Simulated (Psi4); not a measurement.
C₆H₁₃Te (SMILES C[C](C)[Te]C(C)C), doublet, geometry from GFN2-xTB (all electrons, no relativity); TPSS/3-21G in Psi4.

The Psi4 input:
```
memory 2 GB

molecule {
0 2
C     1.90442455    1.69509905   -0.32104343
C     1.53972114    0.28294296   -0.63548095
C     2.64828864   -0.56475932   -1.16437477
Te   -0.00658887   -0.68511356    0.39846935
C    -1.47347174    0.93793246    0.15620494
C    -1.68002954    1.24172412   -1.31324516
C    -2.76631436    0.52613345    0.83167713
H     2.32452376    2.17735098   -1.20592601
H     1.04520508    2.27358478    0.00899898
H     2.66913204    1.74483278    0.46238264
H     2.29899169   -1.56540022   -1.40960968
H     3.46966135   -0.65736235   -0.44571269
H     3.06570104   -0.10953423   -2.06471053
H    -1.07078119    1.81657279    0.66124310
H    -0.73572648    1.48936191   -1.79340929
H    -2.11062245    0.38190962   -1.82307773
H    -2.36006458    2.08578787   -1.43282839
H    -3.50441316    1.32405857    0.75012782
H    -3.17796298   -0.36544627    0.36214872
H    -2.60673523    0.31575237    1.88754025
}

set {
  basis 3-21g
  reference uks
  scf_type pk
}

energy('tpss')
print_variables()
```

### Question
Write the output that Psi4 gives for this input, abridged.

### Answer

```
   => Loading Basis Set <=

    Name: 3-21G
    Role: ORBITAL
    Keyword: BASIS

         ---------------------------------------------------------
                                   SCF
               by Justin Turney, Rob Parrish, Andy Simmonett
                          and Daniel G. A. Smith
                              UKS Reference
         ---------------------------------------------------------

  ==> Geometry <==

    Molecular point group: c1
    Full point group: C1

    Geometry (in Angstrom), charge = 0, multiplicity = 2:

       Center              X                  Y                   Z               Mass
    ------------   -----------------  -----------------  -----------------  -----------------
         C            1.902020106349     1.828000141067    -0.396940080459    12.000000000000
         C            1.537316696349     0.415844051067    -0.711377600459    12.000000000000
         C            2.645884196349    -0.431858228933    -1.240271420459    12.000000000000
         TE          -0.008993313651    -0.552212468933     0.322572699541   129.906222748000
         C           -1.475876183651     1.070833551067     0.080308289541    12.000000000000
         C           -1.682433983651     1.374625211067    -1.389141810459    12.000000000000
         C           -2.768718803651     0.659034541067     0.755780479541    12.000000000000
         H            2.322119316349     2.310252071067    -1.281822660459     1.007825032230
         H            1.042800636349     2.406485871067    -0.066897670459     1.007825032230
         H            2.666727596349     1.877733871067     0.386485989541     1.007825032230
         H            2.296587246349    -1.432499128933    -1.485506330459     1.007825032230
         H            3.467256906349    -0.524461258933    -0.521609340459     1.007825032230
         H            3.063296596349     0.023366861067    -2.140607180459     1.007825032230
         H           -1.073185633651     1.949473881067     0.585346449541     1.007825032230
         H           -0.738130923651     1.622263001067    -1.869305940459     1.007825032230
         H           -2.113026893651     0.514810711067    -1.898974380459     1.007825032230
         H           -2.362469023651     2.218688961067    -1.508725040459     1.007825032230
         H           -3.506817603651     1.456959661067     0.674231169541     1.007825032230
         H           -3.180367423651    -0.232545178933     0.286252069541     1.007825032230
         H           -2.609139673651     0.448653461067     1.811643599541     1.007825032230

  Running in c1 symmetry.

  Rotational constants: A =      0.07360  B =      0.03701  C =      0.02838 [cm^-1]
  Rotational constants: A =   2206.59611  B =   1109.43586  C =    850.88967 [MHz]
  Nuclear repulsion =  690.834539937713771

  Charge       = 0
  Multiplicity = 2
  Electrons    = 101
  Nalpha       = 51
  Nbeta        = 50

  ==> Algorithm <==

  SCF Algorithm Type is PK.
  DIIS enabled.
  MOM disabled.
  Fractional occupation disabled.
  Guess Type is SAD.
  Energy threshold   = 1.00e-06
  Density threshold  = 1.00e-06
  Integral threshold = 1.00e-12

  ==> Primary Basis <==

  Basis Set: 3-21G
    Blend: 3-21G
    Number of shells: 69
    Number of basis functions: 113
    Number of Cartesian functions: 113
    Spherical Harmonics?: false
    Max angular momentum: 2

  ==> DFT Potential <==

   => LibXC <=

    Version 7.1.2
    S. Lehtola, C. Steigemann, M. J. T. Oliveira, and M. A. L. Marques,  SoftwareX 7, 1–5 (2018) (10.1016/j.softx.2017.11.002)

   => Composite Functional: TPSS <=

    TPSS Meta-GGA XC Functional

    J. Tao, et al., Phys. Rev. Lett., 91, 146401, 2003

    Deriv               =              1
    GGA                 =           TRUE
    Meta                =           TRUE

    Exchange Hybrid     =          FALSE
    MP2 Hybrid          =          FALSE

   => Exchange Functionals <=

    1.0000   XC_MGGA_X_TPSS

   => Correlation Functionals <=

    1.0000   XC_MGGA_C_TPSS

   => LibXC Density Thresholds  <==

    XC_MGGA_C_TPSS:  1.00E-15
    XC_MGGA_X_TPSS:  1.00E-15

   => Molecular Quadrature <=

    Radial Scheme          =       TREUTLER
    Pruning Scheme         =           NONE
    Nuclear Scheme         =       TREUTLER

    Blocking Scheme        =         OCTREE
    BS radius alpha        =              1
    Pruning alpha          =              1
    Radial Points          =             75
    Spherical Points       =            302
    Total Points           =         421687
    Total Blocks           =           3084
    Max Points             =            256
    Max Functions          =            102
    Weights Tolerance      =       1.00E-15

  ==> Integral Setup <==

  Using in-core PK algorithm.
   Calculation information:
      Number of atoms:                  20
      Number of AO shells:              69
      Number of primitives:            126
      Number of atomic orbitals:       113
      Number of basis functions:       113

      Integral cutoff                 1.00e-12
      Number of threads:                 1

  Performing in-core PK
  Using 41492922 doubles for integral storage.
  We computed 1887242 shell quartets total.
  Whereas there are 2917320 unique shell quartets.

  ==> DiskJK: Disk-Based J/K Matrices <==

    J tasked:                  Yes
    K tasked:                   No
    wK tasked:                  No
    Schwarz Cutoff:          1E-12

  Minimum eigenvalue in the overlap matrix is 1.2823305589E-03.
  Reciprocal condition number of the overlap matrix is 2.6802226843E-04.
    Using symmetric orthogonalization.

  ==> Pre-Iterations <==

  SCF Guess: Superposition of Atomic Densities via on-the-fly atomic UHF (no occupation information).

   -------------------------
    Irrep   Nso     Nmo
   -------------------------
     A        113     113
   -------------------------
    Total     113     113
   -------------------------

  ==> Iterations <==

                        Total Energy        Delta E     RMS |[F,P]|

   @UKS iter SAD: -6817.08541314288505   -6.81709e+03   0.00000e+00
   @UKS iter   1: -6820.03331646317292   -2.94790e+00   9.91159e-03 ADIIS/DIIS
   @UKS iter   2: -6819.59986981897691    4.33447e-01   1.15627e-02 ADIIS/DIIS
   @UKS iter   3: -6820.54322519048310   -9.43355e-01   3.46904e-03 ADIIS/DIIS
   @UKS iter   4: -6820.62800383388367   -8.47786e-02   1.68652e-03 ADIIS/DIIS
   @UKS iter   5: -6820.65058840657366   -2.25846e-02   5.80415e-04 ADIIS/DIIS
   @UKS iter   6: -6820.65311057924100   -2.52217e-03   2.11641e-04 ADIIS/DIIS
   @UKS iter   7: -6820.65346419382513   -3.53615e-04   4.90458e-05 DIIS
   @UKS iter   8: -6820.65348675412588   -2.25603e-05   1.50512e-05 DIIS
   @UKS iter   9: -6820.65349018279358   -3.42867e-06   3.77630e-06 DIIS
   @UKS iter  10: -6820.65349038646764   -2.03674e-07   1.11660e-06 DIIS
   @UKS iter  11: -6820.65349040015826   -1.36906e-08   5.93513e-07 DIIS
  Energy and wave function converged.

  ==> Post-Iterations <==

   Electrons on quadrature grid:
      Nalpha   =   51.0000001358 ; deviation = 1.358e-07
      Nbeta    =   50.0000030572 ; deviation = 3.057e-06
      Ntotal   =  101.0000031929 ; deviation = 3.193e-06

   @Spin Contamination Metric:   5.392119868E-03
   @S^2 Expected:                7.500000000E-01
   @S^2 Observed:                7.553921199E-01
   @S   Expected:                5.000000000E-01
   @S   Observed:                5.000000000E-01

    Orbital Energies [Eh]
    ---------------------

    Alpha Occupied:

[...]
    Alpha Virtual:

[...]
    Beta Occupied:

[...]
    Beta Virtual:

[...]
    Final Occupation by Irrep:
              A
    DOCC [    50 ]
    SOCC [     1 ]
    NA   [    51 ]
    NB   [    50 ]

  @UKS Final Energy: -6820.65349040015826

   => Energetics <=

    Nuclear Repulsion Energy =            690.8345399377137710
    One-Electron Energy =              -10758.3297030997800903
    Two-Electron Energy =                3455.0137920300198857
    DFT Exchange-Correlation Energy =    -208.1721192681123398
    Empirical Dispersion Energy =           0.0000000000000000
    VV10 Nonlocal Energy =                  0.0000000000000000
    Total Energy =                      -6820.6534904001582618

  UHF NO Occupations:
  HONO-2 :   49  A 1.9991992
  HONO-1 :   50  A 1.9987836
  HONO-0 :   51  A 1.0000000
  LUNO+0 :   52  A 0.0012164
  LUNO+1 :   53  A 0.0008008
  LUNO+2 :   54  A 0.0002790
  LUNO+3 :   55  A 0.0001811

Computation Completed

Properties will be evaluated at   0.000000,   0.000000,   0.000000 [a0]

Properties computed using the SCF density matrix

 Multipole Moments:

 ------------------------------------------------------------------------------------
     Multipole            Electronic (a.u.)      Nuclear  (a.u.)        Total (a.u.)
 ------------------------------------------------------------------------------------

 L = 1.  Multiply by 2.5417464519 to convert [e a0] to [Debye]
 Dipole X            :          0.4289968           -0.4589181           -0.0299214
 Dipole Y            :        -24.8708779           25.3658127            0.4949347
 Dipole Z            :         14.4075450          -14.4858123           -0.0782673
 Magnitude           :                                                    0.5019776

 ------------------------------------------------------------------------------------

  Variable Map:
  ----------------------------------------------------------------------------
[...]
  Array Variable Map:
  ----------------------------------------------------------------------------
[...]
[...]
```
